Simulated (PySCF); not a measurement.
Species: SbMe5, C₅H₁₅Sb.
Bonds: Sb1–C2, Sb1–C6, Sb1–C10, Sb1–C14, Sb1–C18. Hydrogens: H3, H4, H5 on C2; H7, H8, H9 on C6; H11, H12, H13 on C10; H15, H16, H17 on C14; H19, H20, H21 on C18.

Computed by this run: PBE0-D3(BJ)/def2-SVP geometry optimisation, gas phase, def2 core potentials past Kr in PySCF; density fitting, grid level 1; the optimiser is geomeTRIC in internal coordinates, started from a GFN2-xTB structure with every atom displaced at random (about 0.03 Å).

Geometry at step 2:
```
atom  x, y, z in Å
Sb1     0.0086   -0.0203    0.0145
C2      0.0146   -0.0349    2.2438
H3      0.4008   -0.9979    2.6210
H4     -1.0077    0.1198    2.6334
H5      0.6648    0.7743    2.6166
C6      0.0016    0.0294   -2.2181
H7     -1.0254    0.1650   -2.5954
H8      0.4163   -0.9044   -2.6310
H9      0.6333    0.8641   -2.5661
C10     2.1761   -0.0210    0.0190
H11     2.5535   -0.5107    0.9269
H12     2.5116    1.0269    0.0021
H13     2.5467   -0.5228   -0.8858
C14    -1.1040    1.8737    0.0026
H15    -0.9953    2.3848    0.9704
H16    -2.1659    1.6532   -0.1909
H17    -0.7187    2.5098   -0.8038
C18    -1.1384   -1.8533   -0.0132
H19    -1.6818   -1.9794    0.9343
H20    -0.4474   -2.7039   -0.1451
H21    -1.8304   -1.8365   -0.8649
```

**Question.** Give the atomic forces at this geometry.

**Answer.** 
```tsv
atom	Fx (eV/Å)	Fy (eV/Å)	Fz (eV/Å)
Sb1	-0.327	0.365	-0.004
C2	-0.022	0.022	-0.007
H3	-0.031	0.057	-0.025
H4	0.105	-0.028	-0.034
H5	-0.044	-0.018	0.014
C6	0.134	-0.027	0.079
H7	0.049	0.014	0.001
H8	-0.039	-0.024	0.006
H9	-0.082	0.006	-0.012
C10	-0.023	-0.048	-0.094
H11	0.004	0.016	-0.019
H12	-0.003	0.001	0.029
H13	0.019	-0.009	0.033
C14	0.222	-0.237	0.132
H15	-0.061	-0.054	-0.031
H16	0.068	-0.010	0.030
H17	0.005	0.009	-0.074
C18	0.098	-0.170	0.018
H19	0.017	0.023	-0.049
H20	-0.047	0.100	0.020
H21	-0.041	0.012	-0.013
```

The largest, 0.49 eV/Å, acts on Sb1; the rms over all components is 0.090 eV/Å. The forces sum to zero within rounding, as they must for an isolated molecule in no field.

**Question.** Give the force on Sb1 in Eh/bohr and in nN.

**Answer.** 0.490 eV/Å ÷ 51.422 = 0.00953 Eh/bohr, and 0.490 eV/Å × 1.602 = 0.79 nN.

**Question.** How far is this geometry from the end of the optimisation?

**Answer.** 0.013 eV above it, and 0.030 Å rms away after alignment. The bonds farthest from their final lengths, with half the difference of the two atoms' forces along the bond (positive lengthens):

```json
{"bond": "Sb1–C14", "now (Å)": "2.197", "final (Å)": "2.166", "force along bond (eV/Å)": "-0.40"}
{"bond": "Sb1–C6", "now (Å)": "2.233", "final (Å)": "2.227", "force along bond (eV/Å)": "-0.05"}
{"bond": "Sb1–C2", "now (Å)": "2.229", "final (Å)": "2.226", "force along bond (eV/Å)": "0.00"}
{"bond": "C18–H20", "now (Å)": "1.104", "final (Å)": "1.101", "force along bond (eV/Å)": "-0.15"}
{"bond": "C2–H4", "now (Å)": "1.105", "final (Å)": "1.102", "force along bond (eV/Å)": "-0.07"}
{"bond": "Sb1–C18", "now (Å)": "2.162", "final (Å)": "2.165", "force along bond (eV/Å)": "+0.11"}
```

The angle farthest from its final value is C14–Sb1–C18, 117.5° against 119.6°.

What follows is the cost of the whole optimisation. Hardware: one thread of an Arm Neoverse V1 (shared host). Cost: 2.4 min wall, 0.73 GiB resident at most.
